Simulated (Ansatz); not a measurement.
Compare A (`CC(=O)C(C)(C)C(C)C`) with its isomer B (`CCCCCCCC=O`).

Calculated with Ansatz (gas phase, PBE0-D4/def2-TZVP geometries, no zero-point term in ΔE). CCSD(T)/CBS adds triple-zeta CCSD(T) − MP2 to the extrapolated MP2 energy (def2 sets, frozen cores). DFT in def2-TZVPP. B3LYP here is the variant with VWN-RPA as its local correlation; programs differ in this. Each species was taken in one conformer, which may not be the lowest.

(1) Which isomer does CCSD(T)/CBS put lower? Give the gap. (Estimate.)

(2) Give E(B) − E(A) in kcal/mol with PBE0-D4, ωB97M-V, B2PLYP, HF/def2-TZVPP, r2SCAN-D4, BLYP-D4, B3LYP-D4. (An estimate is asked.)

Largest T1 diagnostic: 0.011.

Results:

(1) Ansatz gave: A, by 9.3 kcal/mol.

(2) The calculation gave: PBE0-D4 7.9, ωB97M-V 9.4, B2PLYP 6.2, HF/def2-TZVPP 0.9, r2SCAN-D4 9.3, BLYP-D4 8.2, B3LYP-D4 7.8. None reverses the order clearly.

In def2-TZVPP, CCSD(T) changes the Hartree–Fock value by +8.8 kcal/mol (the triples alone add +1.6 kcal/mol) and MP2 by +10.5 kcal/mol. The D4 term adds +4.8 kcal/mol with B3LYP and +2.7 kcal/mol with PBE0; it sums over pairs of atoms, weighted by their polarisabilities, and B3LYP, whose exchange is more repulsive, gets the larger term.
